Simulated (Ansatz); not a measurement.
Calculated with Ansatz (gas phase, PBE0-D4/def2-TZVP geometries, no zero-point term in ΔE). CBS: MP2 limit from def2 TZ/QZ plus the TZ coupled-cluster correction, frozen cores. This one scheme is used for every species. Functionals use def2-TZVPP. For Ge outer-core shells are correlated without core-valence functions, which leaves a few kJ/mol of doubt a bond. Scalar relativity is left out up to krypton.

Consider the hydrogenolysis of a Ge–S bond: `C[S][GeH]` + H₂ → `[GeH2]` + CH₃SH.

CCSD(T)/CBS gives +26.9 kcal/mol.

**Question.** Another level gave +25.8 kcal/mol. Which?
A. BHLYP/def2-TZVPP
B. CAM-B3LYP-D4/def2-TZVPP
C. B2PLYP/def2-TZVPP
D. PBE-D4/def2-TZVPP

**Answer.** C. B2PLYP 25.8, BHLYP 22.0, CAM-B3LYP-D4 24.0, PBE-D4 29.8 kcal/mol.

**Question.** What do rigid-rotor, harmonic-oscillator terms from PBE0-D4/def2-TZVP frequencies (298.15 K, 1 bar) make of the CCSD(T)/CBS value? (Best estimate.)

**Answer.** Ansatz gave: ΔZPE = +0.8 kcal/mol, ΔH = +27.1 kcal/mol, ΔS = 33 J/(mol·K), ΔG = +24.8 kcal/mol.

Largest T1 diagnostic among the species: 0.015.

In def2-TZVPP, CCSD(T) changes the Hartree–Fock value by +8.2 kcal/mol (the triples alone add +2.5 kcal/mol) and MP2 by +11.6 kcal/mol. From r2SCAN to r2SCAN0 (25 % exact exchange), in def2-TZVPP and without D4, ΔE moves by −2.3 kcal/mol. The D4 term adds +2.4 kcal/mol with B3LYP and +1.2 kcal/mol with PBE0; it sums over pairs of atoms, weighted by their polarisabilities, and B3LYP, whose exchange is more repulsive, gets the larger term.

B3LYP here is the variant with VWN-RPA as its local correlation; programs differ in this.
